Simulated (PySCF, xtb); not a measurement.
(E)-1-bromo-1-chloroprop-1-ene (C3H4BrCl), SMILES C/C=C(\Cl)Br.

GFN2-xTB in xtb 6.7.1 at its own geometry gives an orbital gap of 4.30 eV and a dipole moment of 3.64 D.

Geometry optimised at TPSSh-D3(BJ)/def2-SVP.

What does PBE/def2-TZVP run with PySCF give? (Estimate from the structure and the level; the computed values follow.)

gap 4.51 eV (levels -5.98 and -1.47 eV), dipole 1.81 D.
